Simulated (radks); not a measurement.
Results of a calculation; reference values are marked as such.
Task: The zinc ion Zn+, [Ar] 3d10 4s1. Code: a radial shooting solver on a logarithmic mesh with Libxc functionals. Model: non-relativistic Kohn-Sham, PBE, spin-polarised, spherical densities, point nucleus. Every spin shell is full or empty, so the densities are truly spherical. Functionals are evaluated on that one density, not self-consistently. Rank these exchange functionals by their error against the exact value of the orbitals, and give that value: LDA, B88, PW86, OPTX, WC, AM05, B86b, G96, APBE, TPSS, revTPSS, r2SCAN, TASK, MVS.

Result: Exact: -69.3147 hartree. From best to worst, with 100 (|E| - |E exact|)/|E exact| (equal figures are ties): r2SCAN +0.21, MVS +0.22, TPSS +0.30, B88 +0.39, B86b +0.41, revTPSS -0.45, PW86 +0.48, G96 +0.62, WC -0.74, APBE +0.80, OPTX +1.01, TASK -2.43, AM05 -5.14, LDA -5.68.
